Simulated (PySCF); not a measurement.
Bonds: Si1-F2, Si1-Si3, Si1-Si7, Si1-Si11, Si3-F4, Si3-Si5, Si3-Si13, Si5-F6, Si5-Si7, Si5-Si15, Si7-F8, Si7-Si9, Si9-F10, Si9-Si11, Si9-Si15, Si11-F12, Si11-Si13, Si13-F14, Si13-Si15, Si15-F16.

Geometry: PBE0-D3(BJ)/def2-SVP; GIAO absolute shieldings from PySCF, gas phase, non-relativistic, averaged over equivalent atoms.

At KT2/pcSseg-1 (328 basis functions):
```
                             atoms  σ (ppm)
Si1/Si3/Si5/Si7/Si9/Si11/Si13/Si15    312.3
       F2/F4/F6/F8/F10/F12/F14/F16    342.2
```

Predict the values at PBE0/pcSseg-1 on the same geometry.

Results:


| atoms | σ at PBE0/pcSseg-1 | change |
| --- | --- | --- |
| Si1/Si3/Si5/Si7/Si9/Si11/Si13/Si15 | 312.0 | -0.3 |
| F2/F4/F6/F8/F10/F12/F14/F16 | 369.8 | +27.6 |

The largest change is at F2/F4/F6/F8/F10/F12/F14/F16 (fluorine bonded to Si). Cost: 328 basis functions.

The averaged Si atoms aren't alike in the static structure (σ from 301 to 345 ppm); the average presumes fast exchange among these sites.
